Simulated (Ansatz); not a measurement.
Reaction (formal exchange of groups at a Te–Si bond): `OC[Te][SiH2]F` + `COC` → `C[Te]CO` + `CO[SiH2]F`

Gas-phase electronic energies from Ansatz, PBE0-D4/def2-TZVP geometries. CCSD(T)/CBS is the MP2 limit (def2-TZVPP, def2-QZVPP) plus CCSD(T) − MP2 in def2-TZVPP, frozen cores. Functionals use def2-TZVPP. def2 core potentials past Kr. For Te outer-core shells are correlated without core-valence functions, which leaves a few kJ/mol of doubt a bond. Each species was taken in one conformer, which may not be the lowest.

`OC[Te][SiH2]F`:

Cartesian coordinates in Å:
```
O 1.944 -0.009 1.442
C 1.553 0.028 0.116
Te 0.110 1.623 -0.334
Si -1.784 0.067 -0.559
F -1.943 -0.527 -2.038
H 1.182 -0.213 1.991
H 1.095 -0.900 -0.236
H 2.430 0.257 -0.485
H -3.044 0.770 -0.229
H -1.543 -1.096 0.333
```

`COC`:

Cartesian coordinates in Å:
```
C -0.406 0.294 1.048
O -0.694 -0.443 -0.106
C 0.324 -0.346 -1.060
H 0.515 -0.060 1.534
H -1.240 0.169 1.739
H -0.286 1.364 0.824
H 1.279 -0.731 -0.673
H 0.028 -0.942 -1.924
H 0.479 0.694 -1.382
```

`C[Te]CO`:

```xyz
10

C    -1.343    0.685   -0.862
Te   -1.111   -0.278    1.031
C     0.921   -0.887    0.610
O     1.799    0.177    0.402
H    -0.445    1.270   -1.053
H    -2.207    1.344   -0.799
H    -1.496   -0.056   -1.643
H     0.904   -1.477   -0.305
H     1.210   -1.532    1.447
H     1.768    0.752    1.172
```

`CO[SiH2]F`:

Cartesian coordinates in Å:
```
C -0.451 0.487 -1.204
O 0.639 0.262 -0.335
Si 0.546 -0.468 1.110
F -0.217 0.450 2.171
H -0.998 1.388 -0.912
H -0.061 0.625 -2.214
H -1.145 -0.361 -1.211
H 1.930 -0.662 1.581
H -0.243 -1.721 1.013
```

CCSD(T)/CBS gives -25.9 kcal/mol.

**Question.** Another level gave -25.7 kcal/mol. Which?
A. PBE0/def2-TZVPP
B. revPBE-D4/def2-TZVPP
C. RPA@PBE/def2-TZVPP
D. BLYP-D4/def2-TZVPP

**Answer.** C. RPA@PBE/def2-TZVPP -25.7, PBE0 -21.3, revPBE-D4 -20.3, BLYP-D4 -23.3 kcal/mol.

Largest T1 diagnostic among the species: 0.012.

Leaving LDA and LC-ωPBE aside and taking each functional with its dispersion term where it has one, the values, not all of them listed here, spread over 5.4 kcal/mol, from B2PLYP to PBE-D4. From BLYP to BHLYP (50 % exact exchange), in def2-TZVPP and without D4, ΔE moves by −2.2 kcal/mol.

CCSD(T)/CBS has its own doubt, a few kJ/mol and more with outer-core shells, so smaller differences from it don't rank the levels.
